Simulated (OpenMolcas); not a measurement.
# How basis sets differ on AsH3 (SMILES [H][As]([H])[H])

AsH3: 4 atoms, total charge 0, spin state singlet. As SMILES, `[H][As]([H])[H]`. The shape comes from GFN2-xTB, which is rough for such elements, and wasn't checked as a minimum.

Quantity: the HOMO–LUMO gap, in eV. The values are calculated.

```tsv
level	kind	program	value (eV)
HF/STO-3G	Hartree–Fock	OpenMolcas	19.25
HF/3-21G	Hartree–Fock	OpenMolcas	14.74
HF/def2-SVP	Hartree–Fock	OpenMolcas	14.73
HF/cc-pVTZ	Hartree–Fock	OpenMolcas	14.17
```

All-electron rows without a relativistic Hamiltonian named are non-relativistic. The values span 14.17 to 19.25 eV. A Hartree–Fock LUMO above zero doesn't converge with the basis: it sinks as sets grow more diffuse. Orbital gaps aren't excitation energies.
